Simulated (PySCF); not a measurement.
## Core-level binding energies of `C#CC[C@@H](C)[SiH2]O[SiH3]`

Compound: C₅H₁₂OSi₂.
Atom-mapped SMILES: `[CH:1]#[C:2][CH2:3][C@@H:4]([CH3:5])[SiH2:6][O:7][SiH3:8]`

Structure used (PBE0-D3(BJ)/def2-SVP), in Å, numbered top down from 1:
```
atom  x, y, z in Å
C1    -3.852    0.159   -0.665
C2    -2.710    0.564   -0.650
C3    -1.337    1.053   -0.600
C4    -0.703    0.966    0.801
C5    -0.660   -0.466    1.331
Si6    1.008    1.757    0.805
O7     1.997    0.978   -0.278
Si8    2.847   -0.382   -0.681
H9    -4.864   -0.200   -0.686
H10   -1.323    2.097   -0.960
H11   -0.725    0.479   -1.319
H12   -1.315    1.580    1.489
H13   -1.667   -0.912    1.345
H14   -0.029   -1.112    0.697
H15   -0.257   -0.508    2.354
H16    1.596    1.666    2.178
H17    0.926    3.188    0.388
H18    1.956   -1.343   -1.400
H19    3.385   -1.045    0.547
H20    3.977    0.000   -1.575
```

Theory: delta-SCF UKS SCAN, pcX-2 on the ionised atom, pcseg-1 elsewhere, spin-free X2C in PySCF. Binding energies are ΔSCF values: E(core-ionised, relaxed orbitals) − E(ground state) at a fixed geometry, referred to the vacuum level.

Problem. What binding energy does each computed site have?

Solution. 
| atom(s) | bonded to | level | binding energy (eV) | 2p1/2 (eV) | above the level's lowest (eV) | count |
| --- | --- | --- | --- | --- | --- | --- |
| C1 | C (triple bond) and H | C 1s | 290.03 | – | 0.00 | 1 |
| C2 | C (triple bond) and C | C 1s | 290.56 | – | +0.53 | 1 |
| C3 | 2 C and 2 H | C 1s | 291.43 | – | +1.40 | 1 |
| C4 | 2 C, H and Si | C 1s | 290.28 | – | +0.25 | 1 |
| C5 | C and 3 H | C 1s | 290.60 | – | +0.57 | 1 |
| Si6 | O, C and 2 H | Si 2p3/2 | 107.14 | 107.77 | 0.00 | 1 |
| Si6 | O, C and 2 H | Si 1s | 1847.06 | – | 0.00 | 1 |
| O7 | 2 Si | O 1s | 537.80 | – | 0.00 | 1 |
| Si8 | O and 3 H | Si 2p3/2 | 107.58 | 108.20 | +0.44 | 1 |
| Si8 | O and 3 H | Si 1s | 1847.51 | – | +0.45 | 1 |

The listed C 1s values span 1.40 eV, from C1 (bonded to C (triple bond) and H) to C3 (bonded to 2 C and 2 H). The widest gap between neighbouring values is 0.83 eV, between 290.60 and 291.43 eV. The values 290.56 and 290.60 eV lie too close for their order to be trusted.

The listed Si 1s values span 0.45 eV, from Si6 (bonded to O, C and 2 H) to Si8 (bonded to O and 3 H).

Lowest listed Si 2p3/2: Si6, bonded to O, C and 2 H. Highest, 0.44 eV above it: Si8, bonded to O and 3 H. Summing the Pauling electronegativity differences to the bonded atoms, each weighted by its formal bond order, gives +2.79 for the lowest site and +2.44 for the highest; the largest sum, +2.79, belongs to Si6, 0.44 eV below the top. The smallest sum, +2.44, belongs to Si8, 0.44 eV above the lowest.

Problem. Give the binding energy of C 1s of C5 in hartree and in kJ/mol.

Solution. 290.60 eV = 10.6794 Eh = 28039 kJ/mol.

The unrestricted hole states depart most from a pure doublet (⟨S²⟩ = 0.75; over 0.85 named) for C 1s of C2 (0.87), which makes this value less certain. 2p3/2 and 2p1/2 are the ΔSCF energy of one spin-free 2p hole plus the eigenvalues of a spin–orbit and ligand-field matrix of the shell. 2p1/2 minus 2p3/2 (ligand field included): Si 0.63 eV. The structure is a single PBE0-D3(BJ)/def2-SVP conformer in the gas phase; no vibrational or solvent corrections.

Hardware: one thread, Arm Neoverse N1 (aarch64), shared host. Cost: 8.1 min of wall time, 0.81 GiB resident at most.
